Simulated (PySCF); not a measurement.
Si(NH2)Me3 (`C[Si](C)(C)N`). Theory: PySCF 2.14.0, PBE0-D3(BJ)/def2-SVP geometry optimisation, gas phase.

```
atom  x, y, z in Å
Si1    0.0088   -0.0316    0.1575
N2     0.0843   -0.1772    1.8944
H3    -0.7824   -0.2871    2.4108
H4     0.7013    0.4504    2.4004
C5     1.7805   -0.0097   -0.4643
H6     1.8096   -0.0099   -1.5654
H7     2.3283   -0.8951   -0.1061
H8     2.3211    0.8872   -0.1213
C9    -0.8668    1.5280   -0.4469
H10   -0.8977    1.5722   -1.5480
H11   -0.3502    2.4334   -0.0896
H12   -1.9056    1.5718   -0.0817
C13   -0.9177   -1.5309   -0.4908
H14   -1.9553   -1.5510   -0.1192
H15   -0.4276   -2.4635   -0.1724
H16   -0.9650   -1.5210   -1.5910
```

Problem. Where is the centre of mass (commonest isotopes), and what is the radius of gyration?

Solution. Mass 89.066 u; centre at (0.014, -0.037, 0.152) Å; Rg = √(Σ m r²/M) = 1.636 Å. As Ia + Ib + Ic = 2 Σ m r², the three principal moments sum to 476.6 u·Å².

Problem. What is the longest distance between nuclei?

Solution. H8···H14, 4.92 Å; the next longest distance is 4.90 Å.

Problem. Work out the bond lengths Si1–N2, Si1–C5, Si1–C13, N2–H3, C5–H7 in Å.

Solution. For Si1–N2 the difference vector is (0.0755, -0.1456, 1.7369) Å, of length 1.7446 Å. Si1–N2 1.745; Si1–C5 1.878; Si1–C13 1.878; N2–H3 1.015; C5–H7 1.101 Å.

Problem. What are the angles N2–Si1–C5, Si1–C5–H6, Si1–C9–H12, Si1–C13–H16, Si1–C13–H15?

Solution. From the scalar product of the two bond vectors; for N2–Si1–C5 it is -0.9494 Å² over 1.7446 × 1.8778 Å², cos θ = -0.2898. N2–Si1–C5 106.8°; Si1–C5–H6 110.9°; Si1–C9–H12 111.3°; Si1–C13–H16 111.0°; Si1–C13–H15 110.9°.

Problem. How far apart are these pairs, which share no bond: Si1···H6, H3···H15, C5···H16, H8···H11?

Solution. Si1···H6 2.492 Å (2 bonds apart); H3···H15 3.396 Å (4 bonds apart); C5···H16 3.330 Å (3 bonds apart); H8···H11 3.087 Å (4 bonds apart).

Problem. What is the repulsion energy of the bare nuclei, Σ ZA·ZB/RAB?

Solution. 248.66 Eh over 120 pairs, with full nuclear charges and distances in bohr; the largest single term is 29.73 Eh (Si1 with N2).

Problem. Give the dihedral angles N2–Si1–C13–H15, N2–Si1–C5–H8, C9–Si1–C5–H7, C13–Si1–N2–H4, C13–Si1–N2–H3, C13–Si1–C9–H11.

Solution. N2–Si1–C13–H15 -57° (synclinal); N2–Si1–C5–H8 -65° (synclinal); C9–Si1–C5–H7 179° (antiperiplanar); C13–Si1–N2–H4 168° (antiperiplanar); C13–Si1–N2–H3 -55° (synclinal); C13–Si1–C9–H11 180° (antiperiplanar). Dihedral signs follow IUPAC: positive where, seen along the central bond, the front bond turns clockwise onto the rear one.

Problem. Write the matrix of distances between heavy atoms (Å, lower triangle).

Solution. 
```
Si1   0.000
N2    1.745  0.000
C5    1.878  2.910  0.000
C9    1.888  3.049  3.062  0.000
C13   1.878  2.920  3.098  3.060  0.000
```

No PBE0-D3(BJ)/def2-SVP frequencies stand behind this structure, so it isn't proved a minimum.
